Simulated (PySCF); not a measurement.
Below is a simulated gas-phase C 1s photoelectron spectrum of GeH2(NHiPr)2 (`C(C)(C)[NH][GeH2][NH]C(C)C`).

Every computed line was given a Gaussian of 0.6 eV full width at half maximum and an area set by the number of equivalent atoms; the highest printed point is 100. Method: delta-SCF UKS SCAN, pcX-2 on the ionised atom, pcseg-1 elsewhere, spin-free X2C (PySCF 2.14.0).

```json
{"binding energy (eV)": "289.5", "intensity": "0"}
{"binding energy (eV)": "289.6", "intensity": "1"}
{"binding energy (eV)": "289.7", "intensity": "4"}
{"binding energy (eV)": "289.8", "intensity": "10"}
{"binding energy (eV)": "289.9", "intensity": "22"}
{"binding energy (eV)": "290.0", "intensity": "40"}
{"binding energy (eV)": "290.1", "intensity": "63"}
{"binding energy (eV)": "290.2", "intensity": "86"}
{"binding energy (eV)": "290.3", "intensity": "100"}
{"binding energy (eV)": "290.4", "intensity": "100"}
{"binding energy (eV)": "290.5", "intensity": "86"}
{"binding energy (eV)": "290.6", "intensity": "65"}
{"binding energy (eV)": "290.7", "intensity": "45"}
{"binding energy (eV)": "290.8", "intensity": "33"}
{"binding energy (eV)": "290.9", "intensity": "31"}
{"binding energy (eV)": "291.0", "intensity": "37"}
{"binding energy (eV)": "291.1", "intensity": "46"}
{"binding energy (eV)": "291.2", "intensity": "51"}
{"binding energy (eV)": "291.3", "intensity": "49"}
{"binding energy (eV)": "291.4", "intensity": "41"}
{"binding energy (eV)": "291.5", "intensity": "30"}
{"binding energy (eV)": "291.6", "intensity": "18"}
{"binding energy (eV)": "291.7", "intensity": "10"}
{"binding energy (eV)": "291.8", "intensity": "4"}
{"binding energy (eV)": "291.9", "intensity": "2"}
{"binding energy (eV)": "292.0", "intensity": "1"}
{"binding energy (eV)": "292.1", "intensity": "0"}
```

Count the maxima, the lines and the sites behind this envelope.

The curve has 2 maxima (at 290.3 and 291.2 eV). Under it lie 2 lines from 2 inequivalent carbon sites.

Decompose the envelope and assign each component. Bonds: Ge1–N4, Ge1–N16, N4–C5, C5–C6, C5–C7, N16–C17, C17–C18, C17–C19. Hydrogens: H2, H3 on Ge1; H8 on N4; H9 on C5; H10, H11, H12 on C6; H13, H14, H15 on C7; H20 on N16; H21 on C17; H22, H23, H24 on C18; H25, H26, H27 on C19.

| position (eV) | relative area | line | atoms | environment |
| --- | --- | --- | --- | --- |
| 290.35 | 4 | C 1s | C6/C7/C18/C19 | carbon bonded to C and 3 H |
| 291.24 | 2 | C 1s | C5/C17 | carbon bonded to 2 C, N and H |

The listed C 1s values span 0.89 eV, from C6/C7/C18/C19 (bonded to C and 3 H) to C5/C17 (bonded to N, 2 C and H).

No satellites, vibrations or lifetime broadening are included. One atom of each set of topologically equivalent atoms was ionised and stands for the set; in this conformer not all members are related by symmetry, and their own values weren't computed. One conformer (not necessarily the lowest) at the PBE0-D3(BJ)/def2-SVP geometry, without solvent, vibrations or thermal averaging.
